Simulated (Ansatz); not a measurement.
Consider the formal exchange of groups at a C–B bond: `BCCBC` + `N[SiH]1[SiH2]S1` → `C[Si@@H]1S[Si@@H]1N` + `BCCB`.

Gas-phase electronic energies from Ansatz, PBE0-D4/def2-TZVP geometries. CCSD(T)/CBS is the MP2 limit (def2-TZVPP, def2-QZVPP) plus CCSD(T) − MP2 in def2-TZVPP, frozen cores. DFT in def2-TZVPP. B3LYP here is the variant with VWN-RPA as its local correlation; programs differ in this. Each species was taken in one conformer, which may not be the lowest.

`BCCBC`:

Cartesian coordinates in Å:
```
B 1.410 1.698 -1.140
C 0.185 1.116 -0.400
C 0.645 -0.363 -0.288
B -0.302 -1.367 0.452
C -1.656 -0.993 1.114
H 2.369 2.079 -0.528
H 1.478 1.651 -2.337
H -0.754 1.156 -0.956
H 0.016 1.515 0.603
H 0.835 -0.799 -1.282
H 1.625 -0.443 0.209
H 0.092 -2.501 0.535
H -2.072 -0.028 0.821
H -2.413 -1.774 1.000
H -1.460 -0.947 2.197
```

`N[SiH]1[SiH2]S1`:

Cartesian coordinates in Å:
```
N -0.116 -1.831 -0.178
Si -0.349 -0.192 -0.580
Si 0.078 1.523 0.797
S 1.314 1.140 -0.932
H 0.520 -2.103 0.554
H -0.186 -2.538 -0.893
H -1.369 -0.144 -1.649
H -0.656 2.813 0.781
H 0.764 1.332 2.100
```

`C[Si@@H]1S[Si@@H]1N`:

```xyz
12

C     0.685    1.992    0.118
Si    1.122    0.202    0.418
S     1.247   -1.049   -1.339
Si   -0.295   -1.508    0.110
N    -1.952   -1.336   -0.266
H     0.449    2.487    1.064
H     1.529    2.514   -0.340
H    -0.175    2.078   -0.548
H     2.297    0.089    1.322
H    -0.131   -2.849    0.716
H    -2.473   -2.136   -0.589
H    -2.304   -0.483   -0.667
```

`BCCB`:

Cartesian coordinates in Å:
```
B 0.208 0.762 1.282
C 0.788 -0.209 0.242
C -0.362 0.483 -0.599
B -0.564 -0.991 -0.984
H -0.657 0.382 2.014
H 0.667 1.860 1.382
H 0.599 -1.285 0.432
H 1.748 -0.049 -0.232
H 0.057 1.211 -1.281
H -1.157 0.926 0.035
H -1.327 -1.659 -0.351
H 0.000 -1.431 -1.940
```

CCSD(T)/CBS gives -10.4 kJ/mol.

Problem. Another level gave -15.8 kJ/mol. Which?
A. HF/def2-TZVPP
B. r2SCAN-D4/def2-TZVPP
C. B2PLYP/def2-TZVPP
D. B3LYP/def2-TZVPP

Solution. B. r2SCAN-D4 -15.8, B2PLYP -3.4, HF/def2-TZVPP 39.1, B3LYP 5.0 kJ/mol.

Largest T1 diagnostic among the species: 0.013.

From PBE to PBE0 (25 % exact exchange), in def2-TZVPP and without D4, ΔE moves by +3.9 kJ/mol. In def2-TZVPP, CCSD(T) changes the Hartree–Fock value by −48.7 kJ/mol (the triples alone add −8.8 kJ/mol) and MP2 by −61.5 kJ/mol.
